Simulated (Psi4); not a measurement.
C3H8Br2Sn, singlet, at a GFN2-xTB geometry (such geometries of metal compounds can be far from the true shape) (core potentials on Sn); CAM-B3LYP/def2-TZVPD run with Psi4.

The Psi4 input:
```
memory 2 GB

molecule mol {
0 1
C    -2.519642   -2.151357    0.243342
C    -1.893784   -1.315597   -0.840097
Sn    0.123371   -0.462076   -0.236074
C     2.055228   -1.588949   -0.304397
Br    0.500805    1.634673   -1.603810
Br   -0.123860    0.312230    2.159247
H    -1.925678   -3.035388    0.464319
H    -2.652530   -1.581882    1.161199
H    -3.504370   -2.481929   -0.089054
H    -1.702596   -1.887943   -1.744563
H    -2.499470   -0.444453   -1.084491
H     1.976729   -2.464961    0.328083
H     2.834908   -0.930360    0.063595
H     2.260571   -1.875448   -1.328770
}

set {
  basis def2-tzvpd
  reference rks
}

energy('cam-b3lyp')
print_variables()
```

What does Psi4 print? Leave out banner, timings and long lists.


```
   => Loading Basis Set <=

    Name: DEF2-TZVPD
    Role: ORBITAL
    Keyword: BASIS

    !!!  WARNING: ECP capability is in beta. Please check occupations closely.  !!!

         ---------------------------------------------------------
                                   SCF
               by Justin Turney, Rob Parrish, Andy Simmonett
                          and Daniel G. A. Smith
                              RKS Reference
         ---------------------------------------------------------

  ==> Geometry <==

    Molecular point group: c1
    Full point group: C1

    Geometry (in Angstrom), charge = 0, multiplicity = 1:

       Center              X                  Y                   Z               Mass
    ------------   -----------------  -----------------  -----------------  -----------------
         C           -2.553789536872    -2.222065724652     0.235674480812    12.000000000000
         C           -1.927931536872    -1.386305724652    -0.847764519188    12.000000000000
         SN           0.089223463128    -0.532784724652    -0.243741519188   119.902201630000
         C            2.021080463128    -1.659657724652    -0.312064519188    12.000000000000
         BR           0.466657463128     1.563964275348    -1.611477519188    78.918337600000
         BR          -0.158007536872     0.241521275348     2.151579480812    78.918337600000
         H           -1.959825536872    -3.106096724652     0.456651480812     1.007825032230
         H           -2.686677536872    -1.652590724652     1.153531480812     1.007825032230
         H           -3.538517536872    -2.552637724652    -0.096721519188     1.007825032230
         H           -1.736743536872    -1.958651724652    -1.752230519188     1.007825032230
         H           -2.533617536872    -0.515161724652    -1.092158519188     1.007825032230
         H            1.942581463128    -2.535669724652     0.320415480812     1.007825032230
         H            2.800760463128    -1.001068724652     0.055927480812     1.007825032230
         H            2.226423463128    -1.946156724652    -1.336437519188     1.007825032230

  Running in c1 symmetry.

  Rotational constants: A =      0.03191  B =      0.01954  C =      0.01609 [cm^-1]
  Rotational constants: A =    956.62332  B =    585.93399  C =    482.49891 [MHz]
  Nuclear repulsion =  896.113131952780009

  Charge       = 0
  Multiplicity = 1
  Electrons    = 118
  Nalpha       = 59
  Nbeta        = 59

  ==> Algorithm <==

  SCF Algorithm Type is DF.
  DIIS enabled.
  MOM disabled.
  Fractional occupation disabled.
  Guess Type is SAD.
  Energy threshold   = 1.00e-06
  Density threshold  = 1.00e-06
  Integral threshold = 1.00e-12

  ==> Primary Basis <==

  Basis Set: DEF2-TZVPD
    Blend: DEF2-TZVPD
    Number of shells: 135
    Number of basis functions: 353
    Number of Cartesian functions: 397
    Spherical Harmonics?: true
    Max angular momentum: 3

  Core potential: DEF2-TZVPD
    Number of shells: 4
    Number of ECP primitives: 18
    Number of ECP core electrons: 28
    Max angular momentum: 3

  ==> DFT Potential <==

   => LibXC <=

    Version 7.1.2
    S. Lehtola, C. Steigemann, M. J. T. Oliveira, and M. A. L. Marques,  SoftwareX 7, 1–5 (2018) (10.1016/j.softx.2017.11.002)

   => Composite Functional: CAM-B3LYP <=

    CAM-B3LYP Hyb-GGA Exchange-Correlation Functional

    T. Yanai, D. P. Tew, and N. C. Handy,  Chem. Phys. Lett. 393, 51 (2004) (10.1016/j.cplett.2004.06.011)

    Deriv               =              1
    GGA                 =           TRUE
    Meta                =          FALSE

    Exchange Hybrid     =           TRUE
    MP2 Hybrid          =          FALSE

   => Exchange Functionals <=

    0.3500         Becke 88 [omega = 0.3300]
    0.4600   Short-range recipe for B88 functional - erf [omega = 0.3300]

   => Exact (HF) Exchange <=

    0.4600            HF,LR [omega = 0.3300]
    0.1900               HF

   => Correlation Functionals <=

[...]
    Role: JKFIT
    Keyword: DF_BASIS_SCF

  ==> Integral Setup <==

  ==> DiskDFJK: Density-Fitted J/K Matrices <==

    J tasked:                  Yes
    K tasked:                  Yes
    wK tasked:                 Yes
    Omega:               3.300E-01
    Integrals threads:           1
    Algorithm:                Disk
    Integral Cache:           NONE
    Schwarz Cutoff:          1E-12
    Fitting Condition:       1E-10

   => Auxiliary Basis Set <=

  Basis Set: (DEF2-TZVPD AUX)
    Blend: DEF2-UNIVERSAL-JKFIT
    Number of shells: 289
    Number of basis functions: 1119
    Number of Cartesian functions: 1478
    Spherical Harmonics?: true
    Max angular momentum: 5

  Minimum eigenvalue in the overlap matrix is 1.3519880951E-05.
  Reciprocal condition number of the overlap matrix is 1.0639641472E-06.
    Using symmetric orthogonalization.

  ==> Pre-Iterations <==

  SCF Guess: Superposition of Atomic Densities via on-the-fly atomic UHF (no occupation information).

   -------------------------
    Irrep   Nso     Nmo
   -------------------------
     A        353     353
   -------------------------
    Total     353     353
   -------------------------

  ==> Iterations <==

                           Total Energy        Delta E     RMS |[F,P]|

   @DF-RKS iter SAD: -5477.47084033868032   -5.47747e+03   0.00000e+00
   @DF-RKS iter   1: -5480.94686654525776   -3.47603e+00   6.53991e-03 DIIS/ADIIS
   @DF-RKS iter   2: -5481.22080840747640   -2.73942e-01   5.64282e-03 DIIS/ADIIS
   @DF-RKS iter   3: -5482.05308797941689   -8.32280e-01   2.31322e-04 DIIS/ADIIS
   @DF-RKS iter   4: -5482.05492287631751   -1.83490e-03   1.74113e-04 DIIS/ADIIS
   @DF-RKS iter   5: -5482.05668389808397   -1.76102e-03   1.90141e-05 DIIS
   @DF-RKS iter   6: -5482.05670454706069   -2.06490e-05   9.75505e-06 DIIS
   @DF-RKS iter   7: -5482.05671078870819   -6.24165e-06   2.63051e-06 DIIS
   @DF-RKS iter   8: -5482.05671126660218   -4.77894e-07   7.11602e-07 DIIS
  Energy and wave function converged.

  ==> Post-Iterations <==

   Electrons on quadrature grid:
      Ntotal   =  118.0000162022 ; deviation = 1.620e-05

    Orbital Energies [Eh]
    ---------------------

    Doubly Occupied:

[...]
    Virtual:

[...]
    Final Occupation by Irrep:
              A
    DOCC [    59 ]
    NA   [    59 ]
    NB   [    59 ]

  @DF-RKS Final Energy: -5482.05671126660218

   => Energetics <=

    Nuclear Repulsion Energy =            896.1131319527800088
    One-Electron Energy =               -9488.9474368693736324
    Two-Electron Energy =                3280.6441430861223125
    DFT Exchange-Correlation Energy =    -169.8665494361299864
    Empirical Dispersion Energy =           0.0000000000000000
    VV10 Nonlocal Energy =                  0.0000000000000000
    Total Energy =                      -5482.0567112666021785

Computation Completed

Properties will be evaluated at   0.000000,   0.000000,   0.000000 [a0]

Properties computed using the SCF density matrix

 Multipole Moments:

 ------------------------------------------------------------------------------------
     Multipole            Electronic (a.u.)      Nuclear  (a.u.)        Total (a.u.)
 ------------------------------------------------------------------------------------

 L = 1.  Multiply by 2.5417464519 to convert [e a0] to [Debye]
 Dipole X            :         13.9004779          -14.1423255           -0.2418476
 Dipole Y            :        -10.2025542            8.6823873           -1.5201669
 Dipole Z            :        -11.2782168           10.7814653           -0.4967515
 Magnitude           :                                                    1.6174547

 ------------------------------------------------------------------------------------

  Variable Map:
  ----------------------------------------------------------------------------
[...]
  Array Variable Map:
  ----------------------------------------------------------------------------
[...]
[...]
```
